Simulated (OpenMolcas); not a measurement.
**Co VIII: effect of the active space**

- Program: OpenMolcas 26.06
- Method: SS-CASPT2 or its RAS form, IPEA 0.25 Eh, imaginary shift 0.1 Eh
- Basis: ANO-RCC-VTZP
- Scalar Hamiltonian: DKH2, point nucleus
- Spin-orbit coupling: RASSI with atomic mean-field integrals over the reference wave functions, term energies averaged over their components

A. 2 electrons in 5 orbitals (3d); 2S+1 = 3 even, 10 roots; 2S+1 = 1 even, 15 roots; closed shells correlated: 3s 3p; CASPT2 step of the order of 2.9 core-seconds
B. 8 electrons in 8 orbitals (RAS1 3p, at most 2 holes; RAS2 3d); 2S+1 = 3 even, 10 roots; 2S+1 = 1 even, 15 roots; closed shells correlated: 3s; CASPT2 step roughly 10 core-seconds
C. 2 electrons in 10 orbitals (3d 4d); 2S+1 = 3 even, 10 roots; 2S+1 = 1 even, 15 roots; closed shells correlated: 3s 3p; CASPT2 step of the order of 70 core-seconds

Energies in cm-1 above 3d2 3F2, the measured ground level; measured values from Sugar and Corliss, J. Phys. Chem. Ref. Data 10, 1097 (1981).

| Level | A | B | C | Measured |
| --- | --- | --- | --- | --- |
| 3d2 3F2 | 0.0 | 0.0 | 0.0 | 0.0 |
| 3d2 3F3 | 1382 | 1415 | 1385 | 1430 |
| 3d2 3F4 | 3080 | 3150 | 3090 | 3144 |
| 3d2 1D2 | 19660 | 20080 | 19530 | 19624 |
| 3d2 3P0 | 22910 | 23020 | 22670 | 22304 |
| 3d2 3P1 | 23420 | 23550 | 23180 | 22839 |
| 3d2 3P2 | 24620 | 24790 | 24380 | 24055 |
| 3d2 1G4 | 32870 | 32910 | 32790 | 32360 |
| 3d2 1S0 | 76930 | 76070 | 76790 | 74247 |

Deviations, from unrounded energies. A percentage is the sum of absolute deviations over the sum of measured energies, with the sign that they share, or ± where signs differ.

```json
{"Against measurement": "mean absolute deviation (cm-1)", "Levels": "8", "A": "640", "B": "630", "C": "530"}
{"Against measurement": "fine structure of the ground term (%)", "Levels": "2", "A": "-2.4", "B": "±0.5", "C": "-2.2"}
{"Against measurement": "other terms of the ground configuration (%)", "Levels": "6", "A": "+2.5", "B": "+2.6", "C": "±2.1"}
```

C lies closest to measurement on these levels and A furthest from it. The largest miss of C in the table is 3d2 1S0, by +2500 cm-1. The ranking rests on the paired levels alone, and a cruder setting can come out closer through cancelling errors.

The two smallest mean deviations differ by little beside CASPT2's spread within terms, so their order carries little weight.

Among A to C the level of the table that moves most is 3d2 1S0, by 850 cm-1 (lowest in B, highest in A). Moves below CASPT2's spread within the term are not significant.

Term energies are means over components that CASPT2 splits; among the terms shown or strongly mixed into the levels shown the widest spread is 760 cm-1 (3d2 3F, A). Active for correlation alone: 3p; no level in the range computed is led by a configuration that opens it, so any true level of that kind is missing (holds for B). Active for correlation alone: 4d; no level in the range computed is led by a configuration that fills it, so any true level of that kind is missing (holds for C). Computed and measured levels are paired by configuration, term and J; levels that our copy of the source lacks, or whose pairing is in doubt (as where it misses far off the trend of its configuration), stay unpaired and out of the deviations. Levels of configurations outside the active space are missing.
